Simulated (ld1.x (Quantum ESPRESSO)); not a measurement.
**An all-electron radial function and its pseudo partner (Al)**

Columns: radius, all-electron u(r) and pseudo u(r) of the 3s shell (level -23.61 eV) of aluminium in the configuration [Ne] 3s1 3p0; PBEsol, non-relativistic, ultrasoft scheme, ld1.x (Quantum ESPRESSO) 7.5.

```csv
r (bohr),all-electron,pseudo
0.120,0.1022,0.0675
0.240,-0.1810,0.1347
0.360,-0.3342,0.2011
0.480,-0.3351,0.2665
0.600,-0.2394,0.3303
0.720,-0.0968,0.3919
0.840,0.0599,0.4509
0.960,0.2114,0.5065
1.080,0.3472,0.5580
1.200,0.4625,0.6046
1.320,0.5558,0.6455
1.440,0.6278,0.6801
1.560,0.6802,0.7076
1.680,0.7151,0.7273
1.800,0.7348,0.7389
1.920,0.7412,0.7420
2.040,0.7363,0.7363
2.160,0.7220,0.7220
2.280,0.7001,0.7001
2.400,0.6722,0.6722
2.520,0.6401,0.6401
2.640,0.6050,0.6050
2.760,0.5680,0.5680
2.880,0.5303,0.5303
3.000,0.4926,0.4926
3.120,0.4555,0.4555
```

(1) How many radial nodes do the two functions have?

(2) At about which radius was the pseudo-wave matched?

(3) Where does each function peak?

(4) Is the pseudo-wave norm-conserving?

## Answers

(1) The all-electron 3s function has n − l − 1 = 2; the pseudo-wave has 0, since the states of the same l below it are removed with the core.

(2) 2.10 bohr, where the columns begin to agree (steps of 0.12 bohr).

(3) Outermost all-electron maximum near 1.92 bohr, pseudo maximum near 1.92 bohr (to the table’s step).

(4) No, it belongs to an ultrasoft set: the norm inside the radius is not constrained, and the difference is carried by the augmentation charge.
